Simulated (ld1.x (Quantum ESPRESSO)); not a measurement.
# Sr (Z = 38), ultrasoft: configuration errors across variants

```json
{
  "Element": "Sr (Z = 38)",
  "Generator": "ld1.x (Quantum ESPRESSO) 7.5",
  "Type": "ultrasoft",
  "Functional": "PBE",
  "Relativity": "scalar-relativistic",
  "Frozen core": "[Ar] 3d10",
  "Valence charge": "10",
  "Reference configuration": "4s2 4p6 4d0 5s0 5p0 (charge +2)",
  "Partial waves": "4s (bound): rcut 1.85, rcutus 2.30 bohr; 5s (bound, empty): rcut 1.85, rcutus 2.30 bohr; 4p (bound): rcut 2.00, rcutus 2.15 bohr; 5p (bound, empty): rcut 2.00, rcutus 2.15 bohr; 4d (bound, empty): rcut 1.75, rcutus 2.05 bohr; 4d channel at 0.25 Ry: rcut 1.75, rcutus 2.05 bohr",
  "Local potential": "all-electron potential smoothed inside 2.00 bohr (lloc = -1)",
  "Core correction": "a·sin(br)/r model core inside 0.95 bohr",
  "Augmentation charge": "PSQ, inside the norm-conserving radii"
}
```

All-electron excitation energies from the reference (eV): (1) 4s2 4p6 4d0 5s2 5p0 -16.892; (2) 4s2 4p6 4d0 5s1 5p0 -11.007; (3) 4s2 4p6 4d0 5s1.5 5p0 -14.553; (4) 4s2 4p6 4d0.5 5s1.5 5p0 -15.746; (5) 4s2 4p5 4d0 5s2 5p0 11.417; (6) 4s2 4p6 4d1 5s1 5p0 -14.567; (7) 4s2 4p6 4d0 5s0 5p1 -8.070.

The overlap operator is not positive definite (basis up to 400 Ry) in “base”, “waves 4d (bound): rcut 1.75, rcutus 2.62 bohr; 4d channel at 0.25 Ry: rcut 1.75, rcutus 2.62 bohr”, “waves 4s (bound): rcut 1.70, rcutus 1.80 bohr; 5s (bound): rcut 1.70, rcutus 1.80 bohr”, “local potential all-electron potential smoothed inside 2.16 bohr (lloc = -1)”, “wave 4d channel at 0.25 Ry: rcut 1.75, rcutus 2.05 bohr becomes 4d channel at -0.83 Ry: rcut 1.75, rcutus 2.05 bohr”. Such files are unfit for use, however small their errors in these radial tests.

2 further variants failed, have other tests or too few solved ones, and are left out.

A true bound ghost makes a file unfit for plane-wave use even where its test errors are small: the radial tests pick states by their node count and pass the ghost by.

Errors AE − PS in meV (a dash: test not solved or not reliable):

| change | (1) | (2) | (3) | (4) | (5) | (6) | (7) | bound ghosts |
| --- | --- | --- | --- | --- | --- | --- | --- | --- |
| base | -1.4 | -0.2 | -0.8 | -1.2 | -37 | -1.2 | +0.8 | not determined (overlap not positive) |
| waves 4d (bound): rcut 1.75, rcutus 2.62 bohr; 4d channel at 0.25 Ry: rcut 1.75, rcutus 2.62 bohr | -1.4 | -0.2 | -0.8 | +0.7 | -37 | +2.4 | +0.8 | not determined (overlap not positive) |
| waves 4s (bound): rcut 1.70, rcutus 1.80 bohr; 5s (bound): rcut 1.70, rcutus 1.80 bohr | -0.8 | -0.3 | -0.6 | -1.2 | – | – | – | not determined (overlap not positive) |
| local potential all-electron potential smoothed inside 2.16 bohr (lloc = -1) | -1.4 | -0.2 | -0.8 | -1.1 | -31 | -0.6 | +1.1 | not determined (overlap not positive) |
| type TM; waves now 4p (bound): rc 2.15 bohr; 4d (bound): rc 2.05 bohr; 4s (bound): rc 2.30 bohr; local potential the s channel | +1455 | +1067 | +1322 | +1052 | +3093 | +681 | +280 | d |
| wave 4d channel at 0.25 Ry: rcut 1.75, rcutus 2.05 bohr becomes 4d channel at -0.83 Ry: rcut 1.75, rcutus 2.05 bohr | -1.4 | -0.2 | -0.8 | -1.2 | -37 | -1.1 | +0.8 | not determined (overlap not positive) |

(1) Give the same row for: local potential all-electron potential smoothed inside 1.55 bohr (lloc = -1).

## Answers

(1) -1.3, -0.1, -0.7, -1.1, -35, -1.1, +0.8; bound ghosts: none.
